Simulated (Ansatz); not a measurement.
`F[SiH2][SiH](F)Br` + H–F → `F[SiH2][SiH](F)F` + HBr at 600 K and 1 bar (ligand exchange at the Si–Br bond).

Computed with Ansatz on PBE0-D4/def2-TZVP structures; ΔE is electronic, products minus reactants. CCSD(T)/CBS adds triple-zeta CCSD(T) − MP2 to the extrapolated MP2 energy (def2 sets, frozen cores). This one scheme is used for every species. For Br outer-core shells are correlated without core-valence functions, which leaves a few kJ/mol of doubt a bond. Scalar relativity is left out up to krypton. One conformer a species, not always the lowest.

```tsv
species	CCSD(T)/CBS energy (Eh)	H − E (kJ/mol)	S (J/(mol·K))
`F[SiH2][SiH](F)Br`	-3353.03256	148.3	466.8
H–F	-100.39570	42.3	194.0
`F[SiH2][SiH](F)F`	-879.52477	150.2	439.8
HBr	-2573.91920	33.5	219.1
```

H − E and S are ideal-gas, rigid-rotor, harmonic terms from PBE0-D4/def2-TZVP, for one conformer and one mirror image of each species. 1 Eh = 2625.50 kJ/mol, R = 8.31446 J/(mol·K).

Task: By hand: ΔE, ΔH, ΔS and ΔG.

Result: ΔE = (-879.52477) + (-2573.91920) − (-3353.03256) − (-100.39570) = -0.01571 Eh = -41.2 kJ/mol. Δ(H − E) = 150.2 + 33.5 − 148.3 − 42.3 = -6.9, so ΔH = -48.1 kJ/mol. ΔS = 439.8 + 219.1 − 466.8 − 194.0 = -1.9 J/(mol·K). ΔG = -48.1 − 600 × (-1.9)/1000 = -47.0 kJ/mol.

Task: By hand: the equilibrium constant, and the temperature at which ΔG would vanish if ΔH and ΔS stayed fixed.

Result: log₁₀ K = −ΔG/(RT ln 10) = 4.1. ΔG = 0 at ΔH/ΔS = 25316 K, far beyond where these terms or the molecules hold.

The number of gas molecules stays the same, so ΔS is small and ΔH decides. A doubt of 5 kJ/mol in ΔE shifts log₁₀ K by 0.4 here. Other conformers and mirror images would add mixing entropy, several J/(mol·K) or more a flexible species. Modes under 60 cm⁻¹, often nearly free rotors, make the harmonic entropy too high. These are equilibria of isolated gas molecules and say nothing of rates. Largest T1 diagnostic: 0.012 (customary marks: 0.02 for closed shells, 0.045 for open ones).
